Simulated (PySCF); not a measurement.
# Computed records: B3FH3, CH5BSi2

Computed with PySCF 2.14.0. Calculation on a computer-drawn molecule: the log of a Hartree-Fock and frozen-core CCSD(T) single point meant for a local Hartree-Fock minimum, with one planted fault or none, to be diagnosed. Offsets are logged minus clean, where the clean run is the same molecule without the fault. The reference is restricted for singlets and unrestricted otherwise, and also for a bond in bohr or an excited solution. Adding or removing an electron swaps singlet and doublet. The excited solution moves the top pair (singlet) or top alpha electron (doublet) to the lowest empty orbital. Highest occupied and lowest empty are orbital energies over both spins, largest force is the largest gradient component, triples share is (T) over the correlation energy, the T1 limit is 0.02 restricted and 0.045 unrestricted, electrons count all cores, a negative frequency is imaginary (commonest isotopes), and the dipole is about the centre of nuclear charge.

Common to all runs: meant multiplicity 1; logged SCF converged yes; logged CC converged yes; logged SCF stable within its kind yes; possible faults no fault, one electron removed, one electron added, multiplicity raised by two, geometry at a saddle point, SCF held on an excited solution, minimal basis STO-3G, one bond length entered in bohr, all coordinates scaled.

Notes on all entries: T1 above single-reference limit.

(1) 
```xyz
7
formula=B3FH3 meant_charge=1 meant_basis=cc-pVDZ logged_electrons=26 logged_basis_functions=71 logged_spin_squared=0.7261 logged_highest_occupied=-13.644 logged_lowest_empty=-6.1161 logged_largest_force=0.011734 logged_T1_diagnostic=0.063539 logged_D1_diagnostic=0.31747 logged_triples_share=0.02958 logged_dipole_magnitude=1.556 logged_energy_HF=-174.80918 logged_energy_CCSD(T)=-175.24613 planted_fault=one_bond_length_entered_in_bohr,row_1_of_the_drawn_bonds HF_energy_offset_from_clean_run=79.42 CCSD(T)_energy_offset_from_clean_run=84.87
B     -1.3853    -0.6015    -0.8301
B      1.6622    -1.4774    -1.2036
B      2.9365    -0.3229    -1.3650
F      3.8257     0.5098    -1.4776
H     -1.8210    -0.4452     0.2710
H     -2.0757    -0.4519    -1.7934
H      2.0619    -2.5999    -1.2497
```

Units: logged_highest_occupied, logged_lowest_empty in eV; logged_largest_force in hartree/bohr; logged_dipole_magnitude in debye; logged_energy_HF, logged_energy_CCSD(T) in hartree; HF_energy_offset_from_clean_run, CCSD(T)_energy_offset_from_clean_run in kcal/mol.

Drawn bonds:
| atom | other atom | order |
| --- | --- | --- |
| 1 | 2 | 1 |
| 2 | 3 | 1 |
| 3 | 4 | 1 |
| 1 | 5 | 1 |
| 1 | 6 | 1 |
| 2 | 7 | 1 |

(2) 
```xyz
9
formula=CH5BSi2 meant_charge=0 meant_basis=cc-pV(D+d)Z logged_electrons=44 logged_basis_functions=99 logged_spin_squared=0 logged_highest_occupied=-8.2615 logged_lowest_empty=-0.012061 logged_largest_force=3.683e-05 logged_lowest_frequency=74.191 logged_T1_diagnostic=0.020371 logged_D1_diagnostic=0.060372 logged_triples_share=0.040474 logged_dipole_magnitude=0.50626 logged_energy_HF=-643.19986 logged_energy_CCSD(T)=-643.68101 planted_fault=no_fault HF_energy_offset_from_clean_run=0 CCSD(T)_energy_offset_from_clean_run=0
B     -2.4725    -1.8669    -1.3928
Si    -2.6563     0.0880    -1.0813
Si    -0.2907     0.0031    -0.8154
C      0.4816    -1.1285     0.2045
H     -2.4020    -2.2723    -2.5240
H     -2.4463    -2.6730    -0.5026
H      0.5395     1.0075    -1.5138
H      1.5440    -1.0916     0.4251
H     -0.0689    -1.8993     0.7319
```

Units: logged_highest_occupied, logged_lowest_empty in eV; logged_largest_force in hartree/bohr; logged_lowest_frequency in cm⁻¹; logged_dipole_magnitude in debye; logged_energy_HF, logged_energy_CCSD(T) in hartree; HF_energy_offset_from_clean_run, CCSD(T)_energy_offset_from_clean_run in kcal/mol.

Drawn bonds:
| atom | other atom | order |
| --- | --- | --- |
| 1 | 2 | 1 |
| 2 | 3 | 1 |
| 3 | 4 | 2 |
| 1 | 5 | 1 |
| 1 | 6 | 1 |
| 3 | 7 | 1 |
| 4 | 8 | 1 |
| 4 | 9 | 1 |
